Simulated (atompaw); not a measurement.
**Reading a pseudo-wave (lanthanum (La))**

Columns: radius, all-electron u(r) and pseudo u(r) of the 5d shell (level -14.66 eV) of lanthanum in the configuration [Kr] 4d10 4f0 5s2 5p6 5d1 6s0 6p0; PBEsol, scalar-relativistic, PAW (atompaw) scheme, atompaw 4.2.0.5.

```
r (bohr)  all-electron  pseudo
   0.115        0.1695  0.0001
   0.231        0.1424  0.0008
   0.346       -0.0829  0.0027
   0.462       -0.2610  0.0064
   0.577       -0.3162  0.0124
   0.692       -0.2704  0.0215
   0.808       -0.1630  0.0344
   0.923       -0.0298  0.0514
   1.038        0.1074  0.0732
   1.154        0.2372  0.1005
   1.269        0.3509  0.1331
   1.385        0.4475  0.1717
   1.500        0.5251  0.2156
   1.615        0.5855  0.2644
   1.731        0.6305  0.3177
   1.846        0.6612  0.3732
   1.962        0.6800  0.4295
   2.077        0.6884  0.4832
   2.192        0.6884  0.5317
   2.308        0.6814  0.5721
   2.423        0.6688  0.6007
   2.538        0.6517  0.6158
   2.654        0.6311  0.6166
   2.769        0.6080  0.6044
   2.885        0.5830  0.5827
   3.000        0.5570  0.5570
```

(1) How many radial nodes do the two functions have?

(2) Is the pseudo-wave norm-conserving?

Answers

(1) The all-electron 5d function has n − l − 1 = 2; the pseudo-wave has 0, since the states of the same l below it are removed with the core.

(2) No, it belongs to a PAW set: the norm inside the radius is not constrained, and the difference is carried by the augmentation charge.
